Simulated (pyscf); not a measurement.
Structures and frequencies: ωB97X-D3(BJ)/def2-SVP in PySCF. Correlated levels are frozen-core, on RHF or UHF. ΔMP2 is the change of the MP2 total energy from the triple- to the quadruple-zeta basis. Singlets are restricted, triplets unrestricted.

Singlet (Å):
```xyz
4

B      0.0660     0.1892     0.5958
P     -1.6596    -0.7005     0.4768
H     -1.0743    -1.5322    -0.5289
H     -2.0381     0.3257    -0.4448
```

Triplet (Å):
```xyz
4

B      0.1400     0.1755     0.7613
P     -1.4750    -0.5983     0.3777
H     -1.2082    -1.6157    -0.5779
H     -2.1643     0.3208    -0.4587
```

Q: For these two minima of B–PH₂ (SMILES [B]P), which spin state lies lower at CCSD(T)/def2-TZVPP + ΔMP2(QZVPP), and by how much (electronic energies)?

A: The singlet, by 0.96 eV. Zero-point energy shifts E(triplet) − E(singlet) by +0.03 eV. B–PH₂ [singlet] lies 2.23 eV over its isomer HB=PH (electronic energy, ωB97M-D3(BJ)). 

E(triplet) − E(singlet) by level (eV):

```tsv
level	gap
ωB97X-D3(BJ)/def2-TZVP	+0.89
PBE/def2-TZVP	+0.64
r²SCAN/def2-TZVP	+0.34
B3LYP-D3(BJ)/def2-TZVP	+0.78
PBE0-D3(BJ)/def2-TZVP	+0.58
M06-2X/def2-TZVP	+0.82
ωB97M-D3(BJ)/def2-TZVP	+1.04
HF/def2-TZVP	+0.02
MP2/def2-QZVPP	+0.72
CCSD/def2-TZVPP	+0.90
CCSD(T)/def2-TZVPP	+0.93
CCSD(T)/def2-TZVPP + ΔMP2(QZVPP)	+0.96
```

The triplet is the lowest one reached from the SCF start used. The CCSD(T) − MP2 part came from Ansatz, without density fitting, on the same reference.
